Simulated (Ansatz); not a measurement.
Input for Ansatz (a first-principles code): R-CCSD(T)/def2-TZVPP on CH4OSn (SMILES [CH3][Sn][OH]), a point of a torsion scan. Elements past Kr take the def2 small-core potentials; no spin–orbit coupling. The run froze 11 orbitals, filled d shells among them.

Ansatz 0.2 input:
```yaml
crystal:
  periodic: [false, false, false]
  atoms:
    - {symbol: C, position_ang: [-1.03588983, -0.05705925, -0.00048939]}
    - {symbol: Sn, position_ang: [0.64046916, 1.48249188, -0.19409335]}
    - {symbol: O, position_ang: [2.18399780, 0.21061935, 0.15523479]}
    - {symbol: H, position_ang: [-0.89589562, -0.88295756, -0.70324392]}
    - {symbol: H, position_ang: [-2.03941953, 0.33927816, -0.16109031]}
    - {symbol: H, position_ang: [-1.01066705, -0.48716826, 1.00428405]}
    - {symbol: H, position_ang: [2.21221838, -0.72094881, -0.04735824]}
basis:
  gaussian:
    orbitals: def2-TZVPP
magnetization: {spin_polarized: false}
correlation: {method: ccsd_t, electrons: outside_noble_gas}
scf: {lower_state_search: off}
```

Program output:

```
WARN ansatz: RAYON_NUM_THREADS=1 ignored (pool sized by the plan → 1); use --threads N
Functional definition: HF
these checks for a lower state are left out or cut short: stability, starts, cluster_reference, orbital_swaps, neighbouring_geometries, increment
integrals: 0.48 GiB planned
1171 factors; integrals over basis functions are off by at most 1.0e-3 eV
mean field: 0.47 GiB planned
mean field evaluation 1: about -8932.7977 eV, gradient 4.9e1 eV
mean field evaluation 2: about -8932.8906 eV, gradient 4.9e1 eV
mean field evaluation 4: about -8938.0049 eV, gradient 4.3e0 eV
mean field evaluation 8: about -8938.0996 eV, gradient 4.2e-1 eV
mean field evaluation 16: about -8938.1014 eV, gradient 1.6e-6 eV
mean field -8938.10136541 eV, -328.4691667163 hartree, gradient 1.6e-6 eV, S^2 0.000000; 0 other end points of the search recorded, 0 dependent functions left out
11 core orbitals not correlated
reference -8938.10136541 eV, -328.4691667163 hartree; 9, 9 occupied and 148, 148 virtual orbitals, 1171 factors
second order -14.02038497 eV of doubles, -0.00000000 eV of singles
coupled cluster: 1.46 GiB planned
cycle   1  -14.18493631 eV  change   -1.6e-1 eV  update   9.9e-2
cycle   2  -14.54294326 eV  change   -3.6e-1 eV  update   3.5e-2
cycle   3  -14.66297934 eV  change   -1.2e-1 eV  update   2.1e-2
cycle   4  -14.65586079 eV  change    7.1e-3 eV  update   6.2e-3
cycle   5  -14.65279522 eV  change    3.1e-3 eV  update   3.4e-3
cycle   6  -14.65384947 eV  change   -1.1e-3 eV  update   1.4e-3
cycle   7  -14.65346531 eV  change    3.8e-4 eV  update   6.5e-4
cycle   8  -14.65338429 eV  change    8.1e-5 eV  update   2.2e-4
cycle   9  -14.65351058 eV  change   -1.3e-4 eV  update   1.0e-4
cycle  10  -14.65349468 eV  change    1.6e-5 eV  update   5.1e-5
cycle  11  -14.65348466 eV  change    1.0e-5 eV  update   2.7e-5
cycle  12  -14.65350529 eV  change   -2.1e-5 eV  update   1.1e-5
perturbative correction -0.56602003 eV, -0.0208008525 hartree
Total energy: -8953.32089073 eV, -329.0284739555 hartree
Checks for a lower state left out: stability, starts, cluster_reference, orbital_swaps, neighbouring_geometries, increment
```

Self-consistency was reached.

Cost: around 24 core-seconds (rough).
